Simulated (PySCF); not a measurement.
# Variants of one PySCF input: GeS

Base input, run as `python input.py` with PySCF 2.14:

```python
from pyscf import gto, scf, mp

mol = gto.M(
    atom='Ge 0 0 0; S 0 0 2.145',
    basis='6-31g',
    charge=0,
    spin=0,
    verbose=4,
)
mf = scf.UHF(mol)
mf.kernel()
mp.MP2(mf, frozen=14).kernel()
mf.dip_moment()
print('orbital energies (hartree):', [e[max(0, n-3):n+3].round(4) for e, n in zip(mf.mo_energy, mol.nelec)])
```

Base result: E(SCF) = -2472.536535 Eh, 10 cycles, E(MP2) − E(SCF) = -0.26321 Eh, μz(SCF) = -4.28 D. The bond length is a typed value, not an optimised one. No search for the lowest solution was made.

Wall time 1 s on one thread of a shared host.

Each row names what differs from the base; energies in brackets are changes from the base.

| change | result |
| --- | --- |
| functional: none (Hartree–Fock) → tpss; SCF type: UHF → UKS; step after the SCF: mp2 → analyze | E(SCF) = -2474.817726 Eh, 10 cycles, μz(SCF) = -2.75 D |
| functional: none (Hartree–Fock) → pbesol; SCF type: UHF → UKS; step after the SCF: mp2 → analyze | E(SCF) = -2472.216749 Eh, 11 cycles, μz(SCF) = -2.65 D |
| basis set: 6-31g → 6-31g(3d) [unsound on purpose] | stops with BasisNotFoundError (Basis set not found for Ge in 6-31g(3d)) |
| step after the SCF: mp2 → gradient | E(SCF) = -2472.536535 Eh (+0.0000 eV), 10 cycles, μz(SCF) = -4.28 D, gradient on the second atom 0.0347 Eh/bohr |
| second-order solver: off → on | E(SCF) = -2472.536536 Eh (+0.0000 eV), 4 cycles, E(MP2) − E(SCF) = -0.26321 Eh, μz(SCF) = -4.28 D |
| basis set: 6-31g → pcseg-1 | E(SCF) = -2472.616893 Eh (-2.1866 eV), 10 cycles, E(MP2) − E(SCF) = -0.21282 Eh, μz(SCF) = -3.69 D |
| step after the SCF: mp2 → stability | E(SCF) = -2472.536535 Eh (+0.0000 eV), 10 cycles, μz(SCF) = -4.28 D, internal stable; real -> complex stable; UHF/UKS -> GHF/GKS stable |
| geometry: bond 2.145 → bond 1.888 | E(SCF) = -2472.519814 Eh (+0.4550 eV), 10 cycles, E(MP2) − E(SCF) = -0.25157 Eh, μz(SCF) = -2.78 D |
| length unit: angstrom → bohr [unsound on purpose] | E(SCF) = -2470.543349 Eh (+54.2374 eV), 10 cycles, E(MP2) − E(SCF) = -0.23228 Eh, μz(SCF) = 0.94 D |
| level shift (hartree): none → -0.2 [unsound on purpose] [may be another electronic state] | not converged: SCF after 50 cycles |
| spin (2S): 0 → 4 [a high spin state] | E(SCF) = -2472.412086 Eh (+3.3864 eV), 11 cycles, E(MP2) − E(SCF) = -0.19514 Eh, ⟨S²⟩ = 6.010, μz(SCF) = -1.04 D |
| electric field along z (a.u.): none → 0.2 [unsound on purpose] [may be another electronic state] | E(SCF) = -2473.998062 Eh (-39.7702 eV), 14 cycles, E(MP2) − E(SCF) = -0.33564 Eh, μz(SCF) = 41.75 D |
| geometry: bond 2.145 → bond 4.29 [an earlier cycle lay lower, so not the lowest solution of its kind] [spin-contaminated] | E(SCF) = -2472.252689 Eh (+7.7239 eV), E(MP2) − E(SCF) = -0.42384 Eh, ⟨S²⟩ = 0.648, μz(SCF) = -7.24 D |
| geometry: bond 2.145 → bond 3.218 [an earlier cycle lay lower, so not the lowest solution of its kind] [stretched restricted solution, likely unstable] | E(SCF) = -2472.380160 Eh (+4.2552 eV), E(MP2) − E(SCF) = -0.22905 Eh, μz(SCF) = -6.09 D |
| functional: none (Hartree–Fock) → m06; SCF type: UHF → UKS; step after the SCF: mp2 → analyze | E(SCF) = -2474.794152 Eh, 11 cycles, μz(SCF) = -3.35 D |
| geometry: bond 2.145 → bond 2.402 | E(SCF) = -2472.503523 Eh (+0.8983 eV), 15 cycles, E(MP2) − E(SCF) = -0.27509 Eh, μz(SCF) = -5.61 D |

Q: Order these changes by how far they move the SCF energy from the base, largest first: (1) geometry: bond 2.145 → bond 1.888; (2) geometry: bond 2.145 → bond 2.402; (3) geometry: bond 2.145 → bond 3.218; (4) geometry: bond 2.145 → bond 4.29.

A: (4) +7.7239 eV, (3) +4.2552 eV, (2) +0.8983 eV, (1) +0.4550 eV.
